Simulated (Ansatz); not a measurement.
Reaction (ligand exchange at the Si–N bond): `CN(C)[SiH](C)C` + `Cl[SiH2][NH][GeH3]` → `C[SiH](C)[N]([GeH3])[SiH2]Cl` + `CNC`

Isolated molecules relaxed with PBE0-D4/def2-TZVP in Ansatz; ΔE leaves out vibrations. CBS: MP2 limit from def2 TZ/QZ plus the TZ coupled-cluster correction, frozen cores. Functionals use def2-TZVPP. For Ge outer-core shells are correlated without core-valence functions, which leaves a few kJ/mol of doubt a bond. Scalar relativity is left out up to krypton. Each species was taken in one conformer, which may not be the lowest.

(1) Is it downhill or uphill in electronic energy at CCSD(T)/CBS, and by how much? (An estimate is asked.)

(2) What do these levels give: PBE-D4, B2PLYP, HF/def2-SVP, SCS-MP2/def2-TZVPP, CCSD/def2-TZVPP, MP2/def2-QZVPP? (Estimate.)

Largest T1 diagnostic among the species: 0.011.

Results:

(1) The calculation gave: Downhill: ΔE = -22.3 kJ/mol.

(2) Ansatz gave: PBE-D4 -19.1, B2PLYP -14.2, HF/def2-SVP -14.6, SCS-MP2/def2-TZVPP -20.9, CCSD/def2-TZVPP -20.3, MP2/def2-QZVPP -22.7 kJ/mol.

Leaving LDA and LC-ωPBE aside and taking each functional with its dispersion term where it has one, the values, not all of them listed here, spread over 9.1 kJ/mol, from BHLYP-D4 to B2PLYP. The D4 term adds −11.6 kJ/mol with B3LYP and −6.7 kJ/mol with PBE0; it sums over pairs of atoms, weighted by their polarisabilities, and B3LYP, whose exchange is more repulsive, gets the larger term.

B3LYP here is the variant with VWN-RPA as its local correlation; programs differ in this.
